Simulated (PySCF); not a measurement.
Electronic structure of Rb⁺ (rubidium, charge +1) at the UHF level

Configuration: [Kr], closed-shell 1S. Calculation: PySCF 2.14, in ANO-RCC-VTZP (7s6p3d1f, 47 functions); scalar relativity by spin-free X2C-1e.

* Total energy: -2978.903660 hartree
* One-electron energy: -4124.2284 hartree
* Hartree (Coulomb) energy: 1244.9995 hartree
* Exchange energy: -99.6748 hartree
* ⟨S²⟩: 0.0000
* ⟨L²⟩: 0.000
* Sum of ⟨r⟩: 23.97 bohr
* Sum of ⟨r²⟩: 31.44 bohr²
* Langevin diamagnetic susceptibility: -24.9 ×10⁻⁶ cm³/mol

| shell | electrons | mean orbital energy (hartree) | rms radius, mean of both spins (bohr) |
| --- | --- | --- | --- |
| 1s | 2 | -561.93889 | 0.0464 |
| 2s | 2 | -77.66719 | 0.192 |
| 2p | 6 | -68.68687 | 0.171 |
| 3s | 2 | -12.75804 | 0.544 |
| 3p | 6 | -9.78282 | 0.557 |
| 3d | 10 | -4.84412 | 0.578 |
| 4s | 2 | -1.76686 | 1.57 |
| 4p | 6 | -1.00962 | 1.85 |

Densities and radii are taken from the X2C orbitals without a picture-change correction, which distorts them close to the nucleus.
